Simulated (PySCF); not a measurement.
C₂H₁₀OSi₂.
SMILES with atom numbers: `[CH3:1][C@H:2]([SiH3:3])[O:4][SiH3:5]` (hydrogens: H6, H7, H8 on C1; H9 on C2; H10, H11, H12 on Si3; H13, H14, H15 on Si5)

Theory: PySCF, PBE0-D3(BJ)/def2-SVP geometry optimisation, gas phase.

Q: Give the optimised bond lengths and angles.

A: 
| bond | length (bohr) |
| --- | --- |
| C1–C2 | 2.872 |
| C2–Si3 | 3.602 |
| C2–O4 | 2.685 |
| O4–Si5 | 3.151 |
| C1–H6, C1–H7, C1–H8 | 2.082 |
| C2–H9 | 2.098 |
| Si3–H10, Si3–H11, Si3–H12 | 2.824 |
| Si5–H13, Si5–H15 | 2.819 |
| Si5–H14 | 2.831 |

Bonds in one row agree within 0.02 bohr and their mean is given. A selection of angles:
| angle | degrees |
| --- | --- |
| C2–C1–H6 | 110.9 |
| H6–C1–H7 | 108.4 |
| C1–C2–Si3 | 113.5 |
| C1–C2–O4 | 111.8 |
| C1–C2–H9 | 108.8 |
| Si3–C2–O4 | 105.2 |
| Si3–C2–H9 | 107.7 |
| O4–C2–H9 | 109.7 |
| C2–Si3–H10 | 110.1 |
| H10–Si3–H11 | 109.1 |
| C2–O4–Si5 | 125.2 |
| O4–Si5–H13 | 106.5 |
| O4–Si5–H14 | 109.6 |
| O4–Si5–H15 | 112.4 |
| H13–Si5–H14 | 110.7 |
| H13–Si5–H15 | 109.3 |
| H14–Si5–H15 | 108.3 |

Torsions: C1–C2–O4–Si5 -75° (synclinal).

Si5 (oxygen-bound silicon) is tetrahedral (angles from 106.5° to 112.4°). Si3 (SiH3 silicon) is tetrahedral (angles from 109.0° to 110.1°). Of the pairs four or more bonds apart, Si5···H8 is among the closest relative to their van der Waals radii: 3.12 Å, 95 % of the sum of Bondi's values.

Point group: C1 (no symmetry element, even within 0.4 Å). No frequency check. One conformer, not necessarily the lowest.
